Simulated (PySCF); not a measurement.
Te(H)(Et) (C2H6Te), SMILES CC[TeH].

Geometry optimised at B3LYP-D3(BJ)/def2-SVP. The def2 effective core potentials stand for the cores of Te; spin–orbit coupling is left out.

These are PBE0/def2-TZVPD (PySCF) values and carry that method's errors.

Computed frontier levels, gap, dipole moment and polarisability:
The highest occupied level is -6.08 eV. The lowest empty level is -0.82 eV. The orbital gap is 5.26 eV. The dipole moment is 0.291 e·Å and the quadrupole, principal values (traceless, Buckingham form, about the centre of nuclear charge) is -4.65, 1.31, 3.34 D·Å. The mean static polarisability is 71.5 bohr³ (10.60 Å³) and the polarisability, principal values is 62.4, 65.8, 86.4 bohr³.
